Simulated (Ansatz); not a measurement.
Reactions of C$_{12}$H$_{10}$ (`c1ccc(-c2ccccc2)cc1`).

Computed with Ansatz on PBE0-D4/def2-TZVP structures; ΔE is electronic, products minus reactants. CCSD(T)/CBS adds triple-zeta CCSD(T) − MP2 to the extrapolated MP2 energy (def2 sets, frozen cores). This one scheme is used for every species. Functionals use def2-TZVPP. One conformer a species, not always the lowest.

```tsv
reaction	CCSD(T)/def2-SVP (eV)	PBE-D4 (eV)
`c1ccc(-c2ccccc2)cc1` + H–F → `Fc1ccccc1` + `c1ccccc1`	0.55	0.51
`c1ccc(-c2ccccc2)cc1` + `CC(F)(F)F` → `FC(F)(F)Cc1ccccc1` + `c1ccccc1`	0.24	0.27
`c1ccc(-c2ccccc2)cc1` + `CCS` → `CCSc1ccccc1` + `c1ccccc1`	0.35	0.15
`c1ccc(-c2ccccc2)cc1` + CH₃OH → `COc1ccccc1` + `c1ccccc1`	0.33	0.29
```

Problem. Give the CCSD(T)/CBS values in the same order. (An estimate is asked.)

Solution. Computed: 0.67, 0.23, 0.20, 0.38 eV.

Largest T1 diagnostic: 0.011, for `COc1ccccc1`.
